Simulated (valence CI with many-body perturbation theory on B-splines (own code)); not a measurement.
## Missing levels of Cs48+

Computed by valence CI with perturbative core correlation (CI+MBPT): five valence electrons over a frozen Dirac-Fock core [He], radial functions for each j: 11 s, 11 p, 10 d, 8 f, 5 g, 2 h, with the one-electron correlation potential Σ1 (screened to all orders), the two-electron term Σ2, the three-electron term Σ3, Breit, model QED; selected single and double excitations, second order for the rest, scaled by the run's own slope (own B-spline code, finite nucleus).

No measured spectrum was set against this ion. As an estimate, large intervals hold to a few tenths of a per cent, small ones and those within an open d or f shell to about a per cent. Among the levels kept, up to 7300 cm⁻¹ of a level comes from second order outside the variational space, and about a tenth of that is noise between levels of different J, which matters for small intervals.

| Level | E (× 10³ cm⁻¹) |
| --- | --- |
| (2s^2 2p1/2^2 2p3/2) J=3/2 | 0.00 |
| (2s^2 2p1/2 2p3/2^2) J=3/2 | ? |
| (2s^2 2p1/2 2p3/2^2) J=5/2 | ? |
| (2s^2 2p1/2 2p3/2^2) J=1/2 | 3253.3 |
| (2s 2p1/2^2 2p3/2^2) J=5/2 | 4634.2 |
| (2s 2p1/2^2 2p3/2^2) J=1/2 | 5202.6 |
| (2s 2p1/2^2 2p3/2^2) J=3/2 | ? |
| (2s^2 2p3/2^3) J=3/2 | 6093.3 |
| (2s 2p1/2 2p3/2^3) J=3/2 [a] | 7629.7 |
| (2s 2p1/2 2p3/2^3) J=5/2 | ? |
| (2s 2p1/2 2p3/2^3) J=1/2 | 8202.6 |
| (2s 2p1/2 2p3/2^3) J=3/2 [b] | ? |
| (2p1/2^2 2p3/2^3) J=3/2 | 10286 |
| (2s 2p3/2^4) J=1/2 | 11172 |
| (2p1/2 2p3/2^4) J=1/2 | 13288 |
| (2s^2 2p1/2^2 3s) J=1/2 | 38364 |
| (2s^2 2p1/2^2 3p1/2) J=1/2 | ? |
| (2s^2 2p1/2^2 3p3/2) J=3/2 | 39851 |
| (2s^2 2p1/2^2 3d3/2) J=3/2 | 40377 |
| (2s^2 2p1/2^2 3d5/2) J=5/2 | 40685 |

Levels are named by their leading jj configuration (3d3/2^4 stands for four electrons in 3d with j = 3/2), which in mixed levels can hold well under half, so a name can repeat and another be missing. Letters in brackets count levels of one name in rising energy.

The levels stand in rising order. What does the calculation give for the missing energies?

(2s^2 2p1/2 2p3/2^2) J=3/2 2830.3; (2s^2 2p1/2 2p3/2^2) J=5/2 2993.8; (2s 2p1/2^2 2p3/2^2) J=3/2 5215.1; (2s 2p1/2 2p3/2^3) J=5/2 7896.2; (2s 2p1/2 2p3/2^3) J=3/2 [b] 8291.8; (2s^2 2p1/2^2 3p1/2) J=1/2 38909.
